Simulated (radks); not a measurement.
Results of a calculation; reference values are marked as such.
Task: The table gives one normalised radial function P(r) = r R(r) of O7+ in 1s1 (r in bohr). Code: a radial shooting solver on a logarithmic mesh with Libxc functionals. Model: scalar-relativistic Kohn-Sham, r2SCAN, spin-polarised, spherical densities, finite nucleus; open shells are filled with parallel spins first; meta-GGA in the generalised Kohn-Sham scheme; Fermi nuclear charge, rms radius 2.6991 fm.

r,P
0.008505,0.3619
0.00914,0.3869
0.009901,0.4165
0.01064,0.4449
0.01153,0.4785
0.01239,0.5106
0.01342,0.5485
0.01442,0.5847
0.01562,0.6272
0.01679,0.6677
0.01804,0.7103
0.01954,0.7601
0.021,0.8073
0.02275,0.8622
0.02445,0.9139
0.02649,0.9739
0.02846,1.0300
0.03083,1.0946
0.03314,1.1547
0.0359,1.2233
0.03858,1.2865
0.04179,1.3580
0.04491,1.4232
0.04826,1.4886
0.05228,1.5612
0.05618,1.6259
0.06086,1.6962
0.06541,1.7573
0.07085,1.8220
0.07614,1.8765
0.08249,1.9317
0.08864,1.9756
0.09603,2.0168
0.1032,2.0461
0.1109,2.0669
0.1201,2.0790
0.1291,2.0790
0.1399,2.0660
0.1503,2.0419
0.1628,2.0008
0.175,1.9506
0.1895,1.8803
0.2037,1.8043
0.2207,1.7065
0.2371,1.6075
0.2569,1.4870
0.2761,1.3710
0.2967,1.2497
0.3214,1.1114
0.3454,0.9862
0.3741,0.8493
0.4021,0.7305
0.4356,0.6060
0.4681,0.5027
0.5071,0.3993
0.5449,0.3175
0.5903,0.2398
0.6344,0.1816
0.6872,0.1293
0.7385,0.0925

Which n and l does it have? It may be an empty orbital.

Result: n = 1, l = 0: the number of nodes gives n - l - 1 = 0, the rise at small r (about r^(l+1)) gives l, and the extent must fit the shell. The curve is that of 1s up; the table hardly tells the two spins apart. 1s up: eigenvalue -826.49 eV, 0 radial nodes, <r> = 0.188 bohr, 90 % of the charge inside 0.333 bohr.
